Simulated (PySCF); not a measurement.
## Radial density of Ti (titanium, neutral)

UHF, [Ar] 3d2 4s2, high-spin 3F determinant. Calculation: PySCF 2.14, in x2c-TZVPall; the spin-free X2C one-electron Hamiltonian (Gaussian nucleus).

```csv
r (bohr),4πr²ρ (e/bohr),4πr²(ρα − ρβ)
0.00132,0.1936,0.0000
0.00222,0.4960,0.0000
0.00374,1.252,0.0000
0.00629,3.034,0.0001
0.0106,6.848,0.0002
0.0178,13.67,0.0004
0.0299,22.27,0.0005
0.0503,26.13,0.0001
0.0847,21.06,-0.0009
0.142,21.65,0.0065
0.240,27.96,0.0744
0.403,13.63,0.3807
0.678,8.808,1.0238
1.14,8.382,1.2490
1.92,1.946,0.6483
3.23,0.7467,0.1214
5.43,0.2129,-0.0161
9.13,0.008096,-0.0020
```

Densities and radii are taken from the X2C orbitals without a picture-change correction, which distorts them close to the nucleus.

Q: Where is the radial spin density 4πr²(ρα − ρβ) most negative, and why is it negative at all?

A: Around r = 5.43 bohr, down to -0.0161 e/bohr: exchange with the open shell polarises the paired shells in an unrestricted calculation.
